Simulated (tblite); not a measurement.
Species: C₄H₅BF₄O.
Atom-mapped SMILES: `[CH2:1]=[C:2]([F:3])[BH:4][CH2:5][O:6][C:7]([F:8])([F:9])[F:10]` (hydrogens: H11, H12 on C1; H13 on B4; H14, H15 on C5)

Computed with GFN2-xTB (tblite), gas phase: L-BFGS steps from a force-field or distance-geometry start until the largest atomic force falls under 0.01 eV/Å.

Step 0: E = -960.3858 eV
```
atom  x, y, z in Å  |  force x, y, z in eV/Å
C1      3.1796   -0.3189    0.0739   -1.120   0.581   0.304
C2      2.0092    0.1767    0.5603    1.643  -0.392  -0.392
F3      2.0351    0.5950    1.8626   -0.297  -0.228  -0.471
B4      0.7674    0.2212   -0.3576    0.090  -0.366  -0.293
C5     -0.5942   -0.5538   -0.0431    1.181  -0.148   0.895
O6     -1.6100    0.3617   -0.4125   -2.425  -0.861  -0.153
C7     -2.8293   -0.2133   -0.1882    0.532   1.558  -0.152
F8     -2.9093   -0.5217    1.1600   -0.712  -0.251  -1.783
F9     -3.8220    0.6980   -0.4645    1.194  -1.429   0.439
F10    -3.0394   -1.3032   -1.0002   -0.048   1.053   1.481
H11     3.2295   -0.6788   -0.9587    0.128   0.301   0.747
H12     4.0384   -0.3436    0.7331   -0.078  -0.269  -0.317
H13     0.9071    0.6940   -1.4249   -0.141  -0.038   0.192
H14    -0.6725   -1.5078   -0.6057    0.027   0.405   0.120
H15    -0.6941   -0.8032    1.0433    0.027   0.084  -0.615
```

Step 1: E = -960.6425 eV
```
atom  x, y, z in Å  |  force x, y, z in eV/Å
C1      3.1636   -0.3106    0.0782    1.037  -0.253  -0.209
C2      2.0327    0.1711    0.5548   -0.602   0.333   0.098
F3      2.0308    0.5917    1.8559   -0.234  -0.179  -0.358
B4      0.7686    0.2160   -0.3617    0.327  -0.256  -0.075
C5     -0.5774   -0.5560   -0.0303    0.281   0.189   0.164
O6     -1.6447    0.3494   -0.4147   -0.160  -0.240  -0.237
C7     -2.8217   -0.1910   -0.1903   -0.011   0.395   0.069
F8     -2.9194   -0.5253    1.1346   -0.691  -0.357  -0.947
F9     -3.8049    0.6776   -0.4582    0.375  -0.527   0.179
F10    -3.0401   -1.2882   -0.9791   -0.168   0.452   0.980
H11     3.2314   -0.6746   -0.9481    0.072   0.274   0.587
H12     4.0373   -0.3474    0.7286   -0.194  -0.226  -0.376
H13     0.9051    0.6935   -1.4221   -0.148   0.008   0.099
H14    -0.6721   -1.5020   -0.6040    0.107   0.373   0.164
H15    -0.6937   -0.8020    1.0345    0.009   0.013  -0.137
```

Step 2: E = -960.7136 eV
```
atom  x, y, z in Å  |  force x, y, z in eV/Å
C1      3.1777   -0.3127    0.0757   -0.339   0.319   0.325
C2      2.0286    0.1755    0.5549    0.389  -0.141  -0.405
F3      2.0254    0.5875    1.8475   -0.240  -0.092  -0.093
B4      0.7749    0.2099   -0.3643    0.236  -0.160  -0.058
C5     -0.5674   -0.5531   -0.0236   -0.124   0.282  -0.168
O6     -1.6576    0.3415   -0.4196    0.984   0.265  -0.262
C7     -2.8197   -0.1775   -0.1897   -0.104  -0.365   0.151
F8     -2.9349   -0.5328    1.1101   -0.590  -0.407  -0.145
F9     -3.7932    0.6621   -0.4532   -0.362   0.305  -0.067
F10    -3.0434   -1.2756   -0.9552   -0.250  -0.132   0.449
H11     3.2332   -0.6684   -0.9344    0.137   0.077   0.022
H12     4.0335   -0.3526    0.7205    0.234  -0.233  -0.041
H13     0.9018    0.6935   -1.4195   -0.118   0.012   0.016
H14    -0.6700   -1.4936   -0.6006    0.153   0.279   0.139
H15    -0.6934   -0.8014    1.0295   -0.008  -0.007   0.139
```

Step 3: E = -960.7505 eV
```
atom  x, y, z in Å  |  force x, y, z in eV/Å
C1      3.1770   -0.3088    0.0795    0.099   0.085   0.059
C2      2.0332    0.1747    0.5492   -0.007   0.028  -0.119
F3      2.0203    0.5850    1.8435   -0.238  -0.077  -0.077
B4      0.7801    0.2057   -0.3660    0.159  -0.121  -0.083
C5     -0.5659   -0.5484   -0.0238   -0.048   0.226  -0.060
O6     -1.6482    0.3427   -0.4247    0.441   0.160  -0.111
C7     -2.8204   -0.1782   -0.1875    0.132  -0.141   0.001
F8     -2.9479   -0.5408    1.1003   -0.447  -0.337   0.096
F9     -3.7945    0.6615   -0.4525   -0.310   0.370  -0.091
F10    -3.0478   -1.2735   -0.9415   -0.221  -0.293   0.210
H11     3.2357   -0.6654   -0.9298    0.133   0.074  -0.016
H12     4.0356   -0.3575    0.7175    0.259  -0.205   0.025
H13     0.8992    0.6937   -1.4185   -0.100   0.022  -0.023
H14    -0.6673   -1.4871   -0.5976    0.153   0.178   0.079
H15    -0.6934   -0.8013    1.0298   -0.004   0.030   0.111
```

Q: Estimate the geometry and energy of step 4. (The exact step hangs on the optimiser's Hessian estimate; all steps are aligned on step 3, rigid shifts and turns removed.)

A: E = -960.7837 eV, largest force 0.341 eV/Å
```
atom  x, y, z in Å  |  force x, y, z in eV/Å
C1      3.1817   -0.3041    0.0830    0.263  -0.019  -0.024
C2      2.0360    0.1758    0.5423   -0.042   0.040   0.045
F3      2.0090    0.5801    1.8367   -0.232  -0.043   0.003
B4      0.7891    0.1981   -0.3702    0.021  -0.032  -0.116
C5     -0.5630   -0.5386   -0.0232    0.066   0.083   0.109
O6     -1.6356    0.3453   -0.4321   -0.249   0.027   0.090
C7     -2.8159   -0.1780   -0.1862   -0.062   0.118  -0.104
F8     -2.9724   -0.5570    1.0905   -0.177  -0.120   0.216
F9     -3.8004    0.6671   -0.4532    0.063   0.193  -0.060
F10    -3.0576   -1.2771   -0.9209   -0.116  -0.313  -0.070
H11     3.2415   -0.6598   -0.9239    0.141   0.048  -0.131
H12     4.0434   -0.3676    0.7144    0.238  -0.156   0.085
H13     0.8939    0.6943   -1.4178   -0.064   0.027  -0.091
H14    -0.6608   -1.4760   -0.5927    0.147   0.049   0.004
H15    -0.6935   -0.8002    1.0315    0.003   0.099   0.043
```

The energy changes by -0.0332 eV. The first-order estimate −F·Δx gives -0.0538 eV and the mean of the old and new forces, exact on a quadratic surface, -0.0332 eV. The step makes an angle of 33° with the force vector and moves no atom by more than 0.031 Å.

The cost below is that of the whole relaxation. Hardware: Arm Neoverse N1, one thread, no GPU, on a shared host. Cost: 1.2 s wall.
